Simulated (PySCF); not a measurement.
**Polarisability and C₆ of Cs (caesium, neutral)**

[Xe] 6s1, 2S determinant. Computed with PySCF 2.14 in aug-cc-pwCVTZ-X2C with one added diffuse shell each of s, p, d, f type (12s11p9d5f, 125 functions), with scalar relativity by spin-free X2C-1e. Coupled (time-dependent) response in atomic units; α is the mean over directions.

| method | mean α (bohr³) | C₆ (like pair) | S(−4) |
| --- | --- | --- | --- |
| UHF | 661.9 | 14030 | 391500 |
| PBE | 471.0 | 8606 | 196900 |

S(−4) is the Cauchy moment in α(ω) = α(0) + S(−4) ω² + …

Reference α: 400.9 ± 0.7 bohr³ (recommended; Schwerdtfeger and Nagle, table of static dipole polarizabilities (2023 update)). Published C₆: 6660 (Gould and Bucko (2016)).

Hartree-Fock lies above the reference because it lacks correlation, which contracts the outer shell.

α(iu) at UHF:

```json
{"u (hartree)": "0", "α(iu) (bohr³)": "661.9"}
{"u (hartree)": "0.0500", "α(iu) (bohr³)": "272.8"}
{"u (hartree)": "0.100", "α(iu) (bohr³)": "107.1"}
{"u (hartree)": "0.200", "α(iu) (bohr³)": "40.10"}
{"u (hartree)": "0.300", "α(iu) (bohr³)": "24.79"}
{"u (hartree)": "0.500", "α(iu) (bohr³)": "14.54"}
{"u (hartree)": "0.750", "α(iu) (bohr³)": "9.290"}
{"u (hartree)": "1.00", "α(iu) (bohr³)": "6.479"}
{"u (hartree)": "1.50", "α(iu) (bohr³)": "3.671"}
{"u (hartree)": "2.00", "α(iu) (bohr³)": "2.383"}
{"u (hartree)": "3.00", "α(iu) (bohr³)": "1.273"}
{"u (hartree)": "5.00", "α(iu) (bohr³)": "0.5616"}
```

A single London oscillator, α(iu) = α/(1 + u²/ω²), gives C₆ = (3/4) ω α². Matching the computed C₆ needs ω = 4 × 14030 / (3 × 661.9²) = 0.0427 hartree.

Spin-orbit coupling, which splits the p, d and f shells strongly at this Z, is absent.
